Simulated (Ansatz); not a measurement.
ClI, charge +1, doublet, at a GFN2-xTB geometry (a state made from the parent by changing its charge; the spin is typed, not shown lowest) (all electrons, no relativity); Ansatz (a quantum-chemistry and plane-wave program) with B3LYP/6-311G**.

Ansatz was given this input:
Ansatz 0.2 input:
```yaml
crystal:
  periodic: [false, false, false]
  atoms:
    - {symbol: Cl, position_ang: [-0.00000000, -0.00000000, -1.69095804]}
    - {symbol: I, position_ang: [0.00000000, 0.00000000, 0.54238277]}
basis:
  gaussian:
    orbitals: 6-311G__.json
hamiltonian:
  xc: b3lyp
total_charge: 1
magnetization: {spin_polarized: true, initial_magnetization: 1}
```
The basis file holds 6-311G** in the JSON format of the Basis Set Exchange.

Output, abridged:

```
Functional definition: B3LYP
745 factors; integrals over basis functions are off by at most 4.7e-4 eV
mean field evaluation 1: about -200799.5568 eV, gradient 2.4e1 eV
mean field evaluation 2: about -200787.0523 eV, gradient 4.9e1 eV
mean field evaluation 4: about -200802.7261 eV, gradient 1.8e0 eV
mean field evaluation 8: about -200802.7395 eV, gradient 1.6e-2 eV
mean field evaluation 16: about -200802.6553 eV, gradient 3.5e0 eV
mean field -200802.73952101 eV, -7379.3645684118 hartree, gradient 8.2e-5 eV, S^2 0.751918; 1 other end points of the search recorded, 0 dependent functions left out
reference -200802.73970511 eV, -7379.3645751772 hartree; 35, 34 occupied and 54, 55 virtual orbitals, 745 factors
Total energy: -200802.73970511 eV, -7379.3645751772 hartree
```
